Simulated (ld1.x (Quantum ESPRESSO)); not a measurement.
**u(r) = r·R(r): atom against pseudo-atom (Mn)**

Columns: radius, all-electron u(r) and pseudo u(r) of the 3d shell (level -6.77 eV) of manganese in the configuration [Ar] 3d5 4s2 4p0; PBE, scalar-relativistic, RRKJ scheme, ld1.x (Quantum ESPRESSO) 7.5.

| r (bohr) | all-electron | pseudo |
| --- | --- | --- |
| 0.140 | 0.1224 | 0.0153 |
| 0.280 | 0.4169 | 0.1103 |
| 0.420 | 0.6707 | 0.3138 |
| 0.560 | 0.8230 | 0.5849 |
| 0.700 | 0.8842 | 0.8376 |
| 0.840 | 0.8825 | 0.9915 |
| 0.980 | 0.8447 | 1.0148 |
| 1.120 | 0.7889 | 0.9339 |
| 1.260 | 0.7260 | 0.8085 |
| 1.400 | 0.6623 | 0.6920 |
| 1.540 | 0.6011 | 0.6061 |
| 1.680 | 0.5438 | 0.5439 |
| 1.820 | 0.4913 | 0.4913 |
| 1.960 | 0.4435 | 0.4435 |
| 2.100 | 0.4003 | 0.4003 |
| 2.240 | 0.3614 | 0.3614 |
| 2.380 | 0.3264 | 0.3264 |
| 2.520 | 0.2948 | 0.2948 |
| 2.660 | 0.2663 | 0.2663 |
| 2.800 | 0.2406 | 0.2406 |
| 2.940 | 0.2173 | 0.2173 |
| 3.080 | 0.1963 | 0.1963 |
| 3.220 | 0.1774 | 0.1774 |
| 3.360 | 0.1602 | 0.1602 |
| 3.500 | 0.1447 | 0.1447 |
| 3.640 | 0.1307 | 0.1307 |

Question: How many radial nodes do the two functions have?

Answer: The all-electron 3d function has n − l − 1 = 0; the pseudo-wave has 0.

Question: At about which radius was the pseudo-wave matched?

Answer: 1.75 bohr, where the columns begin to agree (steps of 0.14 bohr).

Question: Where does each function peak?

Answer: Outermost all-electron maximum near 0.70 bohr, pseudo maximum near 0.98 bohr (to the table’s step).

Question: Is the pseudo-wave norm-conserving?

Answer: Yes: the RRKJ scheme keeps the norm inside the radius equal to the all-electron one, which fixes the energy derivative of the logarithmic derivative at the level.
